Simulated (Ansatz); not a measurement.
Frontier orbitals of C6H8Ge (`[GeH3][c]1ccccc1`).

Total charge 0; spin multiplicity 1. Correlated methods include outer-core shells of Ge, which these sets cover unevenly. Scalar relativity is left out up to krypton. The geometry is a stationary point of PBE0-D4/def2-TZVP. Basis def2-TZVPP, Ansatz 0.2.0.

A caution on the coupled-cluster cation, which keeps the state that its UHF reference found: spin contamination of the cation.

```csv
functional,HOMO (eV),LUMO (eV),gap (eV)
LDA (SPW92),-6.57,-1.67,4.90
PBE,-6.39,-1.45,4.94
PBE0,-7.36,-0.56,6.80
r2SCAN0,-7.49,-0.47,7.02
BHLYP,-8.13,0.46,8.59
CAM-B3LYP,-8.55,0.53,9.08
ωB97M-V,-9.42,1.42,10.84
```

(1) What is the vertical ionisation energy at frozen-core CCSD(T)/def2-TZVPP? (Best estimate.)

Answers

(1) Computed: 9.30 eV (T1 of the cation 0.024).

A quarter of exact exchange (PBE0) shifts PBE's HOMO by −0.97 eV and its LUMO by +0.89 eV; full exchange at long range (ωB97M-V) shifts them by −3.03 and +2.87 eV. The gap opens from 4.94 to 10.85 eV, since occupied levels lose self-interaction and empty ones feel all the electrons. A positive LUMO is unbound and depends on the basis. −ε(HOMO) differs from that ionisation energy by −2.92 eV with PBE and +0.12 eV with ωB97M-V.
